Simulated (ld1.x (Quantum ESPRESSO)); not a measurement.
## An all-electron radial function and its pseudo partner (promethium)

Columns: radius, all-electron u(r) and pseudo u(r) of the 5s shell (level -45.21 eV) of promethium in the configuration [Kr] 4d10 4f4 5s2 5p6 5d1 6s2 6p0; PBE, scalar-relativistic, TM semilocal scheme, ld1.x (Quantum ESPRESSO) 7.5.

```json
{"r (bohr)": "0.132", "all-electron": "0.1463", "pseudo": "0.0413"}
{"r (bohr)": "0.265", "all-electron": "0.1524", "pseudo": "0.0910"}
{"r (bohr)": "0.398", "all-electron": "-0.4440", "pseudo": "0.1583"}
{"r (bohr)": "0.530", "all-electron": "-0.4868", "pseudo": "0.2530"}
{"r (bohr)": "0.663", "all-electron": "-0.1241", "pseudo": "0.3852"}
{"r (bohr)": "0.795", "all-electron": "0.3145", "pseudo": "0.5519"}
{"r (bohr)": "0.928", "all-electron": "0.6667", "pseudo": "0.7347"}
{"r (bohr)": "1.060", "all-electron": "0.8841", "pseudo": "0.8903"}
{"r (bohr)": "1.193", "all-electron": "0.9840", "pseudo": "0.9813"}
{"r (bohr)": "1.325", "all-electron": "0.9944", "pseudo": "0.9939"}
{"r (bohr)": "1.458", "all-electron": "0.9463", "pseudo": "0.9463"}
{"r (bohr)": "1.590", "all-electron": "0.8647", "pseudo": "0.8647"}
{"r (bohr)": "1.723", "all-electron": "0.7667", "pseudo": "0.7667"}
{"r (bohr)": "1.855", "all-electron": "0.6658", "pseudo": "0.6658"}
{"r (bohr)": "1.988", "all-electron": "0.5679", "pseudo": "0.5679"}
{"r (bohr)": "2.120", "all-electron": "0.4788", "pseudo": "0.4788"}
{"r (bohr)": "2.252", "all-electron": "0.3997", "pseudo": "0.3997"}
{"r (bohr)": "2.385", "all-electron": "0.3305", "pseudo": "0.3305"}
{"r (bohr)": "2.518", "all-electron": "0.2715", "pseudo": "0.2715"}
{"r (bohr)": "2.650", "all-electron": "0.2221", "pseudo": "0.2221"}
{"r (bohr)": "2.782", "all-electron": "0.1810", "pseudo": "0.1810"}
{"r (bohr)": "2.915", "all-electron": "0.1468", "pseudo": "0.1468"}
{"r (bohr)": "3.048", "all-electron": "0.1186", "pseudo": "0.1186"}
{"r (bohr)": "3.180", "all-electron": "0.0958", "pseudo": "0.0958"}
{"r (bohr)": "3.312", "all-electron": "0.0772", "pseudo": "0.0772"}
{"r (bohr)": "3.445", "all-electron": "0.0620", "pseudo": "0.0620"}
```

(1) How many radial nodes do the two functions have?

(2) At about which radius was the pseudo-wave matched?

(3) Where does each function peak?

(4) Is the pseudo-wave norm-conserving?

Answers

(1) The all-electron 5s function has n − l − 1 = 4 (the table is too coarse to show those close to the nucleus); the pseudo-wave has 0, since the states of the same l below it are removed with the core.

(2) 1.50 bohr. The columns agree to 0.0005 from 1.32 bohr on; several derivatives are matched, so the curves merge somewhat inside the radius.

(3) Outermost all-electron maximum near 1.32 bohr, pseudo maximum near 1.32 bohr (to the table’s step).

(4) Yes: the TM semilocal scheme keeps the norm inside the radius equal to the all-electron one, which fixes the energy derivative of the logarithmic derivative at the level.
